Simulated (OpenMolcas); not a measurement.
# Tm3+ in KCdF3

Tm3+ with its 6 nearest fluoride ions at 2.176 Å, on the Cd site of idealised cubic KCdF3 (a = 4.302 Å, distance in the model lattice 2.151 Å). The rest of the host is ab initio model potentials to 7.6 Å, with orthogonalisation functions on the cations behind the ligands, and point charges beyond; the distance is set by hand and nothing relaxes, and no local charge compensation is placed. Ligand basis ANO-RCC-VDZP.
```
Tm    0.0000    0.0000    0.0000
F     2.1760    0.0000    0.0000
F     0.0000    2.1760    0.0000
F    -2.1760    0.0000    0.0000
F     0.0000   -2.1760    0.0000
F     0.0000    0.0000    2.1760
F     0.0000    0.0000   -2.1760
```

```yaml
Program: OpenMolcas
Method: CASSCF
Basis: ANO-RCC-VDZP [7s6p4d2f1g]
Scalar_Hamiltonian: DKH2, point nucleus
Active_space: 12 electrons in 7 orbitals (4f)
State_averaging: 2S+1 = 3 even, 21 roots; 2S+1 = 1 even, 27 roots kept (CI in the orbitals of an earlier block)
Spin-orbit_coupling: RASSI with atomic mean-field integrals over the reference wave functions
```

The lowest spin-free states (labels of O, the rotations of Oh), above the lowest:

```
State  Degeneracy  E (cm-1)  Free-ion L (%)
  3T1           3       0.0         H (100)
   3E           2     137.5         H (100)
  3T2           3     308.2         H (100)
  3T1           3     612.2         H (100)
  3A2           1      8126         F (100)
  3T2           3      8150         F (100)
  3T1           3      8296         F (100)
  1T2           3      8753         G (100)
   1E           2      9474         G (100)
  1T1           3      9527         G (100)
  1A1           1      9602         G (100)
   1E           2     27877         D (100)
  1T2           3     28336         D (100)
   1E           2     33757         I (100)
  1T2           3     33792         I (100)
  1A2           1     33925         I (100)
  1T2           3     34240         I (100)
  1T1           3     34343         I (100)
  1A1           1     34432         I (100)
  3T1           3     37205         P (100)
```

The lowest levels with spin-orbit coupling:

```
E (cm-1)  Degeneracy  Label      2S+1     J  |mJ| (%)
     0.0           1     A1         3  5.99    4 (87)
    74.9           3     T1         3  6.00    4 (33)
   160.0           3     T2         3  6.00    5 (35)
   308.4           1     A2         3  6.00    2 (69)
   485.8           3     T2         3  6.01    1 (54)
   517.5           2      E         3  6.01    0 (44)
    6696           3     T2  3 (64 %)  4.00    3 (58)
    7074           2      E  3 (66 %)  4.02    2 (50)
    7126           3     T1  3 (67 %)  4.02    1 (58)
    7209           1     A1  3 (66 %)  4.02    0 (58)
    8465           3     T1         3  4.99    3 (57)
    8504           2      E         3  4.99    2 (50)
    8680           3     T2         3  5.00    2 (33)
    8807           3     T1         3  5.01    5 (35)
   13494           3     T2         3  3.99    3 (58)
   13508           2      E         3  4.01    2 (50)
   13640           3     T1         3  4.01    1 (58)
   13823           1     A1         3  4.01    0 (58)
   16488           1     A2         3  3.00   2 (100)
   16549           3     T1         3  3.01    3 (42)
```

Powder χT (cm3 K/mol): 0.263 at 2 K, 1.32 at 10 K, 5.1 at 50 K, 6.24 at 100 K, 6.74 at 200 K, 6.9 at 300 K. The effective moment at 300 K is 2.828 √(χT) = 7.43 μB.

Hund's rules give f12 the level 3H6 with g = 1.167, so an isolated free-ion multiplet has χT = g² J(J+1) / 8 = 7.146 cm3 K/mol. The computed 6.902 at 300 K differs by -3 %, through the field's splitting, the mixing of terms and any other multiplet in reach.

Stevens parameters of the J = 6 multiplet, which is 517 cm-1 wide (cm-1, z along the main axis): B40 = 3.282e-02, B44 = 1.645e-01, B60 = -7.137e-05, B64 = 1.504e-03.

Metal share of the active 4f orbitals (Löwdin): 100, 100, 100, 100, 100, 100, 100 %; Mulliken charge of the metal 2.33.

Without dynamic correlation the ligand-field splitting of an f shell can come out too small, at times by half. The first state left out of the spin-orbit step lies near 83000 cm-1 above the lowest spin-free state of the reference (among the parities and spins computed), and the lists stop at four fifths of that energy or lower. No measured value stands beside these numbers; the geometry was set by hand and not optimised.

The RASSCF and RASSI steps took 33 s on 1 thread of Arm Neoverse V1, on a shared host; the integral step is not counted.
